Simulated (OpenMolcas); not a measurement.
**Lines of N+: computed and rescaled rates**

```yaml
Program: OpenMolcas 26.06
Method: "MS-RASPT2, IPEA 0.25 Eh, imaginary shift 0.1 Eh (closed shells correlated: 1s)"
Basis: ANO-RCC-VTZP [4s3p2d1f]
Scalar_Hamiltonian: DKH2, point nucleus
Active_space: 4 electrons in 9 orbitals (RAS2 2s 2p; RAS3 3d, at most 2 electrons)
State_averaging: 2S+1 = 3 even, 6 roots; 2S+1 = 1 even, 11 roots; 2S+1 = 5 odd, 1 root; 2S+1 = 3 odd, 9 roots; 2S+1 = 1 odd, 8 roots
Spin-orbit_coupling: RASSI with atomic mean-field integrals over the reference wave functions, term energies averaged over their components
```

Rates come from the transition moments of the reference wave functions (E1 and E2 in the length form). At fixed line strength A goes as λ^-3 for E1 and M1 and as λ^-5 for E2, so a rate at the computed wavelength can be rescaled to the measured one. Measured vacuum wavelengths follow from level energies in NIST Handbook of Basic Atomic Spectroscopic Data. Branching counts decays inside the model space alone, at computed energies, and the table is only a selection of the E1 lines, drawn from those between levels with measured partners whose computed energy lies within a factor of 1.5 of the measured one.

```tsv
Upper	Lower	Type	λ computed (nm)	λ measured (nm)	A computed (s-1)	A rescaled (s-1)	Branching %
2s 2p³ ³S°₁	2s² 2p² ³P₂	E1	63.8	64.52	6.00e+09	5.80e+09	55.6
2s 2p³ ¹P°₁	2s² 2p² ¹D₂	E1	66.72	66.03	5.48e+09	5.65e+09	80.2
2s 2p³ ³S°₁	2s² 2p² ³P₁	E1	63.77	64.48	3.60e+09	3.48e+09	33.3
2s 2p³ ¹D°₂	2s² 2p² ¹D₂	E1	77.25	77.6	3.56e+09	3.51e+09	100.0
2s 2p³ ¹P°₁	2s² 2p² ¹S₀	E1	75.56	74.58	1.35e+09	1.40e+09	19.8
2s 2p³ ³S°₁	2s² 2p² ³P₀	E1	63.75	64.46	1.20e+09	1.16e+09	11.1
2s 2p³ ³P°₀	2s² 2p² ³P₁	E1	91.18	91.6	9.41e+08	9.28e+08	100.0
2s 2p³ ³P°₂	2s² 2p² ³P₂	E1	91.25	91.67	7.07e+08	6.97e+08	75.2
2s 2p³ ³P°₁	2s² 2p² ³P₂	E1	91.25	91.67	3.90e+08	3.85e+08	41.4
2s 2p³ ³D°₃	2s² 2p² ³P₂	E1	109	108.6	3.33e+08	3.37e+08	100.0
2s 2p³ ³P°₁	2s² 2p² ³P₀	E1	91.14	91.56	3.13e+08	3.09e+08	33.3
2s 2p³ ³D°₂	2s² 2p² ³P₁	E1	108.9	108.5	2.52e+08	2.55e+08	75.5
2s 2p³ ³P°₁	2s² 2p² ³P₁	E1	91.18	91.6	2.38e+08	2.35e+08	25.3
2s 2p³ ³P°₂	2s² 2p² ³P₁	E1	91.18	91.6	2.32e+08	2.29e+08	24.8
2s 2p³ ³D°₁	2s² 2p² ³P₀	E1	108.8	108.4	1.87e+08	1.89e+08	56.0
2s 2p³ ³D°₁	2s² 2p² ³P₁	E1	108.9	108.5	1.38e+08	1.40e+08	41.4
2s 2p³ ³D°₂	2s² 2p² ³P₂	E1	109	108.6	8.15e+07	8.24e+07	24.5
2s 2p³ ³D°₁	2s² 2p² ³P₂	E1	109	108.6	8.94e+06	9.04e+06	2.7
2s 2p³ ⁵S°₂	2s² 2p² ³P₂	E1	222.1	214.3	9.57e+01		74.8
2s 2p³ ⁵S°₂	2s² 2p² ³P₁	E1	221.7	214	3.23e+01		25.2
```

Spin-changing lines and M1 lines between different terms are not rescaled, since their strength hangs on the term gaps too.

The largest correction is for 2s 2p³ ¹P°₁ → 2s² 2p² ¹S₀ (E1): 1.35e+09 × (75.56 / 74.58)^3 = 1.40e+09 s-1, a factor of 1.04.

The computed rate and branching of 2s 2p³ ³P°₀ → 2s² 2p² ³P₁ give the upper level a radiative lifetime of 1.000 / 9.41e+08 s-1 = 1.06e-09 s, counting decays inside the model space alone. The rescaled rate gives about 1.1e-09 s.

The computed order of these levels differs from the measured one in 3 places, and where term gaps are wrong the rates of spin-changing lines can be off by large factors.

No measured rate stands beside these. Rescaling mends the energy factor alone: line strengths can still be far off where a level mixes with configurations outside the active space, and weak or spin-changing lines hang on small mixing coefficients that depend on the term gaps too, so rescaling need not improve them.

CASPT2 breaks the degeneracy within a term, and the mean is taken; among the terms shown or strongly mixed into the levels shown the widest spread is 41 cm-1 (2s 2p³ ³D°). Active for correlation alone: 3d; no level in the range computed is led by a configuration that fills it, so any true level of that kind is missing. Computed and measured levels are paired by configuration, term and J; levels that our copy of the source lacks, or whose pairing is in doubt (as where it misses far off the trend of its configuration), stay unpaired. Levels of configurations outside the active space are missing.

° marks odd parity.
